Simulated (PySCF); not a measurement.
Molecule: `InChI=1S/C3H9FSi2/c4-3-1-2-5-6-3/h3H,1-2,5-6H2/t3-/m1/s1`.

Geometry:
| atom | x (Å) | y (Å) | z (Å) |
| --- | --- | --- | --- |
| F1 | 0.864 | -0.986 | 1.991 |
| C2 | 0.991 | -1.047 | 0.605 |
| C3 | -0.399 | -1.180 | -0.001 |
| C4 | -1.276 | 0.039 | 0.317 |
| Si5 | -0.349 | 1.632 | -0.180 |
| Si6 | 1.760 | 0.630 | 0.028 |
| H7 | 1.610 | -1.927 | 0.361 |
| H8 | -0.284 | -1.303 | -1.093 |
| H9 | -0.870 | -2.107 | 0.369 |
| H10 | -1.453 | 0.079 | 1.404 |
| H11 | -2.262 | -0.036 | -0.168 |
| H12 | -0.659 | 2.034 | -1.587 |
| H13 | -0.635 | 2.785 | 0.725 |
| H14 | 2.708 | 1.164 | 1.048 |
| H15 | 2.473 | 0.451 | -1.277 |

Geometry PBE0-D3(BJ)/def2-SVP throughout; GIAO in PySCF, gas phase, one conformer, non-relativistic; equivalent atoms averaged; basis pcSseg-1.

Q: How do the absolute shieldings σ depend on the functional? (a selection of nuclei; ppm; last column core-seconds on shared hosts with different chips, so compare them loosely; the GGAs took longer than the global hybrids here, which isn't the general rule, and the cause wasn't traced)

A: 
```tsv
functional	kind	F1	H7	H13	H15	H12	H9	H11	H10	H8	core-s
HF	Hartree–Fock	456.3	26.98	28.02	28.20	28.22	29.17	30.69	30.80	31.07	9.3
LDA	LDA	393.4	25.14	26.59	26.70	26.86	28.09	29.41	29.52	29.80	21
PBE	GGA	390.0	25.71	27.16	27.26	27.41	28.52	29.85	29.95	30.19	27
BLYP	GGA	390.1	25.95	27.45	27.56	27.70	28.70	30.06	30.15	30.36	27
BP86	GGA	392.4	25.78	27.24	27.34	27.49	28.59	29.93	30.02	30.27	26
OPBE	GGA	392.5	25.82	27.25	27.33	27.47	28.59	29.89	29.96	30.19	29
KT2	GGA	387.8	25.67	27.19	27.30	27.45	28.45	29.78	29.96	30.22	23
KT3	GGA	388.6	25.96	27.50	27.61	27.75	28.65	29.99	30.12	30.33	22
B97-D	GGA	395.5	26.02	27.55	27.65	27.79	28.74	30.11	30.20	30.41	22
B3LYP	global hybrid	408.4	26.17	27.53	27.67	27.76	28.76	30.16	30.25	30.48	15
PBE0	global hybrid	412.1	26.03	27.32	27.46	27.55	28.65	30.02	30.12	30.39	14
mPW1PW91	global hybrid	412.8	26.12	27.41	27.54	27.63	28.71	30.09	30.18	30.44	14
WP04	global hybrid	408.3	26.62	28.20	28.32	28.40	29.05	30.46	30.45	30.66	16
B97-2	global hybrid	410.9	26.17	27.52	27.65	27.74	28.76	30.14	30.23	30.48	16
BHandHLYP	global hybrid	429.7	26.45	27.68	27.85	27.90	28.86	30.32	30.41	30.66	16
CAM-B3LYP	range-separated hybrid	420.1	26.20	27.48	27.64	27.70	28.75	30.19	30.26	30.48	22
wB97X-D	range-separated hybrid	419.4	26.26	27.46	27.61	27.68	28.82	30.23	30.31	30.55	22
LC-wPBE	range-separated hybrid	428.8	26.28	27.46	27.61	27.67	28.85	30.26	30.30	30.51	31
```

Q: Which nucleus among those listed moves most, in ppm?

A: F1 (fluorine on an sp3 carbon): from 387.8 ppm with KT2 to 456.3 ppm with HF. The smallest spread is 1.07 ppm, at H9. Proton shifts span only some 12 ppm, so a few tenths of a ppm matter as much there as several ppm in carbon.
